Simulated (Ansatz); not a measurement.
Born–Oppenheimer molecular dynamics of a periodic cell of 26 atoms, AgH16O8F (contents 8 H2O + 1 Ag + 1 F, density as packed 1.58 g/cm³ with natural masses). It starts from a partly relaxed structure (largest force component 0.28 eV/Å).

Computed with DFT PBE-D3(BJ), scalar-relativistic, plane waves, PAW in Ansatz 0.2.0. Settings: cutoff 420 eV, k mesh 1x1x1, fermi-dirac smearing 0.05 eV, no spin polarisation.

- ensemble: NVT, Langevin thermostat
- time step: 0.5 fs
- steps asked: 300
- set temperature: 250 K
- friction: 0.02 /fs
- seed: 131686

Frames 2.5 fs apart, positions in Å, forces in eV/Å.

Velocities at 130.0 fs (Å/ps):

```
O 3.39 -7.49 -1.34
H 8.75 -22.08 19.52
H -2.15 -6.33 -18.17
O -3.19 -0.41 -5.19
H -3.83 -1.05 0.94
H 3.83 3.13 8.01
O -0.51 3.41 1.60
H 10.93 -9.64 13.36
H -14.15 -9.25 10.38
O 2.30 -0.88 1.12
H 24.04 -2.06 7.34
H 1.14 13.01 -17.36
O 2.51 -5.82 4.41
H 5.66 12.07 0.70
H 7.52 1.59 22.35
O -0.31 4.26 -9.16
H -27.20 0.11 -10.76
H -18.87 -5.58 -12.08
O 9.78 -0.76 2.87
H 13.84 -12.13 -20.07
H -7.90 -22.26 4.10
O 1.70 -0.46 -3.53
H 10.82 6.00 3.07
H 24.98 1.21 11.44
Ag 0.17 -2.41 -0.01
F -0.27 6.53 4.33
```

```xyz
26
Lattice="6.5731 0.0000 0.0000 0.0000 6.5731 0.0000 0.0000 0.0000 6.5731" Properties=species:S:1:pos:R:3:forces:R:3 time_fs=130.0 energy_less_start_eV=0.494 T=248
O 2.848 0.471 3.576 -1.88 0.70 0.92
H 3.578 0.223 3.002 0.56 -0.15 -1.13
H 2.036 0.736 3.046 1.04 -0.46 0.27
O 5.465 3.994 0.552 -0.39 -0.46 -0.69
H 5.085 4.780 0.987 -0.05 0.54 0.13
H 4.809 3.754 -0.154 0.55 -0.02 0.56
O 1.732 2.684 6.844 0.37 -0.98 0.77
H 1.449 3.322 6.208 -0.44 0.72 -0.97
H 2.417 2.016 6.457 -0.12 0.48 0.51
O 2.375 4.135 2.528 1.08 2.22 -0.29
H 2.870 4.994 2.246 -1.09 -1.74 0.71
H 2.331 3.610 1.706 -0.25 -0.36 -0.56
O 5.598 6.406 4.507 -0.11 1.14 1.67
H 5.529 5.974 3.679 -0.08 -0.94 -1.75
H 6.260 5.940 5.026 0.22 -0.24 0.13
O 3.597 7.648 6.419 -0.34 0.36 -0.92
H 3.615 7.147 5.587 0.15 -0.29 -0.05
H 3.981 7.090 7.113 0.37 -0.47 0.74
O 7.014 1.044 1.810 -0.64 0.02 0.33
H 7.223 1.689 1.046 -0.16 -0.80 0.19
H 6.133 0.496 1.785 0.96 0.60 -0.67
O 3.957 2.939 4.185 1.07 0.55 0.30
H 3.317 3.418 3.575 -0.20 -0.16 -0.12
H 3.662 2.012 4.282 -0.36 -0.10 -0.42
Ag 5.766 2.598 2.839 -0.48 0.13 0.33
F 4.688 6.318 1.837 0.19 -0.28 0.00
26
Lattice="6.5731 0.0000 0.0000 0.0000 6.5731 0.0000 0.0000 0.0000 6.5731" Properties=species:S:1:pos:R:3:forces:R:3 time_fs=132.5 energy_less_start_eV=0.469 T=259
O 2.849 0.454 3.574 -0.93 0.34 0.52
H 3.608 0.167 3.021 -0.20 0.19 -0.60
H 2.060 0.707 3.015 0.85 -0.38 0.22
O 5.455 3.993 0.538 0.66 0.58 1.02
H 5.074 4.784 0.999 0.19 -0.02 -0.23
H 4.821 3.750 -0.130 -0.73 -0.45 -0.77
O 1.730 2.691 6.851 -0.21 -0.52 1.34
H 1.448 3.321 6.211 -0.45 0.71 -1.14
H 2.369 2.002 6.497 0.59 0.08 -0.04
O 2.384 4.136 2.531 0.53 0.86 -0.76
H 2.895 4.955 2.288 -0.59 -0.60 0.37
H 2.330 3.640 1.667 -0.23 -0.09 0.27
O 5.605 6.393 4.524 0.04 0.05 0.18
H 5.551 5.971 3.643 0.24 -0.06 0.28
H 6.279 5.943 5.067 -0.25 -0.04 -0.45
O 3.596 7.659 6.397 -0.18 -0.33 -0.84
H 3.550 7.153 5.553 0.15 -0.03 0.42
H 3.952 7.057 7.087 0.17 -0.06 0.26
O 7.035 1.045 1.819 -1.10 -0.22 -0.10
H 7.256 1.647 1.014 -0.30 -0.79 0.63
H 6.149 0.469 1.773 1.38 0.94 -0.53
O 3.964 2.941 4.173 1.41 0.65 0.50
H 3.332 3.445 3.579 -0.38 -0.49 -0.21
H 3.708 2.006 4.294 -0.56 0.02 -0.52
Ag 5.765 2.592 2.838 -0.40 0.07 0.25
F 4.686 6.334 1.847 0.30 -0.40 -0.04
26
Lattice="6.5731 0.0000 0.0000 0.0000 6.5731 0.0000 0.0000 0.0000 6.5731" Properties=species:S:1:pos:R:3:forces:R:3 time_fs=135.0 energy_less_start_eV=0.468 T=254
O 2.842 0.437 3.574 2.07 -0.69 1.13
H 3.622 0.121 3.000 -0.91 0.57 0.18
H 2.120 0.655 3.009 -1.32 0.34 -1.13
O 5.448 3.994 0.527 -0.01 0.28 0.31
H 5.069 4.779 1.002 0.12 -0.08 -0.33
H 4.789 3.722 -0.138 0.00 -0.08 0.05
O 1.726 2.696 6.862 -1.03 1.35 -0.40
H 1.427 3.349 6.166 0.48 -1.27 0.76
H 2.359 1.979 6.544 0.66 0.25 -0.32
O 2.393 4.138 2.533 -1.02 -1.60 -0.56
H 2.900 4.907 2.356 0.84 1.69 -0.29
H 2.316 3.670 1.639 -0.16 0.06 0.69
O 5.608 6.379 4.542 -0.36 -0.28 -1.45
H 5.583 5.958 3.618 0.28 0.56 1.68
H 6.269 5.943 5.096 0.09 -0.31 -0.26
O 3.591 7.669 6.377 0.16 -1.03 0.23
H 3.509 7.168 5.535 0.13 -0.10 0.25
H 3.935 7.021 7.076 -0.16 0.69 -0.47
O 7.052 1.049 1.830 -0.08 0.00 0.43
H 7.284 1.571 1.012 -0.12 -0.04 0.04
H 6.231 0.491 1.739 0.11 0.00 -0.42
O 3.977 2.942 4.165 1.08 0.48 0.36
H 3.319 3.443 3.584 -0.15 -0.56 -0.14
H 3.717 2.001 4.256 -0.49 0.13 -0.43
Ag 5.763 2.585 2.837 -0.37 0.10 0.19
F 4.685 6.349 1.858 0.15 -0.48 -0.08
26
Lattice="6.5731 0.0000 0.0000 0.0000 6.5731 0.0000 0.0000 0.0000 6.5731" Properties=species:S:1:pos:R:3:forces:R:3 time_fs=137.5 energy_less_start_eV=0.414 T=271
O 2.845 0.421 3.573 0.94 -0.29 0.46
H 3.593 0.100 2.982 -0.15 0.41 0.15
H 2.132 0.603 2.958 -0.88 0.25 -0.37
O 5.444 3.996 0.515 -0.53 -0.79 -0.88
H 5.079 4.769 0.984 -0.27 0.44 -0.04
H 4.754 3.672 -0.144 0.89 0.47 0.96
O 1.717 2.703 6.874 -0.11 0.17 -0.47
H 1.424 3.305 6.149 0.32 -0.86 0.46
H 2.382 1.952 6.572 0.04 1.00 -0.06
O 2.397 4.133 2.533 0.14 0.54 -0.24
H 2.950 4.935 2.393 -0.38 -0.32 -0.02
H 2.298 3.701 1.643 -0.11 -0.14 0.10
O 5.605 6.363 4.553 -0.34 0.39 -0.15
H 5.635 5.967 3.664 0.09 -0.05 0.08
H 6.249 5.917 5.110 0.26 -0.36 0.05
O 3.588 7.675 6.358 0.04 -0.54 0.46
H 3.495 7.185 5.526 0.06 -0.31 -0.30
H 3.928 7.022 7.037 0.01 0.45 -0.03
O 7.066 1.053 1.839 1.68 0.94 1.14
H 7.311 1.488 1.004 0.30 0.72 -0.56
H 6.313 0.517 1.689 -2.11 -1.74 -0.41
O 3.993 2.948 4.162 0.42 -0.07 0.13
H 3.299 3.408 3.583 0.15 -0.17 -0.13
H 3.706 2.002 4.184 -0.19 0.23 -0.18
Ag 5.761 2.578 2.835 -0.32 0.15 0.10
F 4.682 6.365 1.868 0.04 -0.51 -0.23
26
Lattice="6.5731 0.0000 0.0000 0.0000 6.5731 0.0000 0.0000 0.0000 6.5731" Properties=species:S:1:pos:R:3:forces:R:3 time_fs=140.0 energy_less_start_eV=0.466 T=234
O 2.849 0.407 3.571 -1.54 0.42 -1.03
H 3.557 0.093 2.961 0.68 0.17 -0.05
H 2.102 0.573 2.893 0.74 -0.08 1.42
O 5.439 3.995 0.502 0.41 -0.18 0.15
H 5.079 4.780 0.967 -0.27 0.18 -0.16
H 4.768 3.635 -0.105 -0.08 0.14 0.09
O 1.708 2.709 6.884 1.10 -1.59 1.22
H 1.431 3.223 6.154 -0.57 0.86 -1.54
H 2.421 1.985 6.590 -0.25 0.96 0.12
O 2.401 4.128 2.533 0.79 1.59 0.05
H 2.985 4.953 2.419 -1.09 -1.42 0.00
H 2.278 3.714 1.644 -0.07 -0.14 -0.20
O 5.606 6.348 4.565 0.38 0.25 1.52
H 5.683 5.966 3.699 0.05 -0.46 -1.15
H 6.253 5.869 5.127 -0.42 0.18 -0.35
O 3.584 7.680 6.340 -0.05 -0.60 -0.23
H 3.484 7.187 5.496 0.09 0.04 0.14
H 3.933 7.028 7.000 0.09 0.24 0.25
O 7.080 1.058 1.855 -0.82 -0.87 -0.54
H 7.348 1.432 0.974 0.19 0.61 0.33
H 6.289 0.469 1.629 0.39 0.19 0.58
O 4.009 2.952 4.159 -0.08 -0.40 -0.16
H 3.291 3.372 3.577 0.32 0.35 -0.14
H 3.694 2.013 4.104 0.07 -0.01 0.15
Ag 5.758 2.574 2.831 -0.22 0.10 0.00
F 4.679 6.381 1.877 0.18 -0.54 -0.46
26
Lattice="6.5731 0.0000 0.0000 0.0000 6.5731 0.0000 0.0000 0.0000 6.5731" Properties=species:S:1:pos:R:3:forces:R:3 time_fs=142.5 energy_less_start_eV=0.538 T=212
O 2.846 0.394 3.565 -0.82 0.26 -0.99
H 3.549 0.096 2.924 0.54 0.22 0.29
H 2.108 0.546 2.900 0.17 0.08 1.07
O 5.441 3.995 0.495 0.99 0.71 1.05
H 5.061 4.795 0.939 -0.04 -0.21 -0.28
H 4.779 3.604 -0.065 -0.89 -0.37 -0.68
O 1.702 2.709 6.899 0.00 0.37 -0.70
H 1.398 3.176 6.090 0.13 -0.31 0.53
H 2.453 2.070 6.623 0.08 0.15 -0.08
O 2.405 4.128 2.534 -1.19 -1.41 -0.33
H 2.960 4.886 2.447 0.75 1.25 -0.34
H 2.248 3.724 1.623 0.04 0.18 0.51
O 5.606 6.334 4.581 0.88 -0.84 -0.21
H 5.728 5.935 3.683 -0.28 0.44 0.57
H 6.253 5.830 5.133 -0.59 0.38 -0.33
O 3.580 7.683 6.322 0.16 -0.73 -0.05
H 3.493 7.204 5.466 0.07 0.09 0.29
H 3.949 7.034 6.981 -0.05 0.40 0.00
O 7.088 1.054 1.867 -1.80 -1.63 -1.53
H 7.375 1.423 0.971 0.00 0.36 0.91
H 6.269 0.419 1.601 1.46 1.23 1.09
O 4.026 2.955 4.154 -0.85 -0.62 -0.68
H 3.288 3.356 3.554 0.70 0.51 0.15
H 3.675 2.023 4.044 0.36 0.00 0.42
Ag 5.757 2.570 2.826 -0.14 0.02 -0.04
F 4.676 6.394 1.885 0.32 -0.54 -0.61
26
Lattice="6.5731 0.0000 0.0000 0.0000 6.5731 0.0000 0.0000 0.0000 6.5731" Properties=species:S:1:pos:R:3:forces:R:3 time_fs=145.0 energy_less_start_eV=0.452 T=195
O 2.839 0.385 3.555 1.58 -0.16 0.62
H 3.569 0.118 2.907 0.15 0.25 0.42
H 2.123 0.529 2.956 -1.73 0.44 -0.72
O 5.447 3.998 0.493 -0.07 -0.09 0.05
H 5.048 4.804 0.894 -0.04 0.05 -0.02
H 4.749 3.571 -0.046 0.20 0.15 0.08
O 1.697 2.708 6.912 -0.68 1.22 -1.71
H 1.365 3.125 6.051 0.48 -0.69 1.62
H 2.494 2.157 6.649 0.29 -0.40 -0.22
O 2.400 4.125 2.533 -1.04 -1.17 0.01
H 2.967 4.878 2.461 0.67 1.23 -0.34
H 2.217 3.755 1.625 0.04 0.04 0.22
O 5.607 6.321 4.593 0.25 -0.36 -1.00
H 5.755 5.936 3.690 -0.38 0.51 0.64
H 6.226 5.816 5.133 0.13 -0.17 0.38
O 3.579 7.680 6.304 0.05 0.19 0.31
H 3.514 7.233 5.446 0.02 -0.33 -0.23
H 3.962 7.061 6.961 0.15 -0.05 0.25
O 7.088 1.043 1.873 -0.65 -0.70 -0.52
H 7.399 1.434 1.010 0.09 0.38 0.36
H 6.322 0.435 1.631 0.29 0.29 0.47
O 4.041 2.955 4.147 -0.95 -0.70 -0.81
H 3.317 3.359 3.533 0.61 0.52 0.22
H 3.684 2.026 4.010 0.36 0.04 0.52
Ag 5.756 2.567 2.821 -0.05 0.03 -0.07
F 4.673 6.401 1.891 0.23 -0.51 -0.54
26
Lattice="6.5731 0.0000 0.0000 0.0000 6.5731 0.0000 0.0000 0.0000 6.5731" Properties=species:S:1:pos:R:3:forces:R:3 time_fs=147.5 energy_less_start_eV=0.501 T=228
O 2.835 0.378 3.548 0.54 0.17 0.20
H 3.601 0.143 2.924 -0.39 0.25 0.08
H 2.049 0.529 2.989 -0.11 0.07 -0.04
O 5.454 4.003 0.492 -0.69 -0.62 -0.46
H 5.043 4.815 0.854 -0.06 0.18 0.14
H 4.734 3.542 -0.026 0.85 0.51 0.45
O 1.689 2.715 6.920 0.62 -0.06 0.40
H 1.354 3.042 6.090 -0.54 0.46 -0.67
H 2.534 2.224 6.665 -0.07 -0.48 -0.08
O 2.393 4.117 2.530 1.27 1.91 0.77
H 3.018 4.928 2.459 -1.45 -1.45 -0.16
H 2.195 3.780 1.639 -0.06 -0.20 -0.65
O 5.606 6.306 4.600 -0.07 0.43 0.84
H 5.760 5.958 3.730 -0.04 -0.30 -1.19
H 6.202 5.790 5.155 0.12 -0.18 0.35
O 3.579 7.670 6.286 -0.01 0.45 0.38
H 3.531 7.246 5.413 0.04 -0.41 -0.06
H 3.982 7.080 6.957 0.12 -0.14 0.08
O 7.084 1.028 1.876 1.91 1.38 1.16
H 7.429 1.470 1.067 0.15 0.37 -0.34
H 6.375 0.458 1.678 -2.20 -1.78 -0.66
O 4.055 2.952 4.139 -0.16 -0.20 -0.35
H 3.378 3.379 3.524 0.01 0.56 -0.06
H 3.724 2.035 3.990 -0.08 -0.52 0.45
Ag 5.754 2.564 2.817 0.09 0.06 -0.12
F 4.670 6.406 1.894 0.19 -0.48 -0.46
```

Of the whole run (150 fs, mean temperature of the second half 227 K): A run of 0.15 ps of so small a system gives no equilibrium averages. Limits of this set-up: coarse k mesh.

Time of the run: 8.2 min on 1 thread of Arm Neoverse V1, with other jobs on the host, peak memory 0.38 GiB.
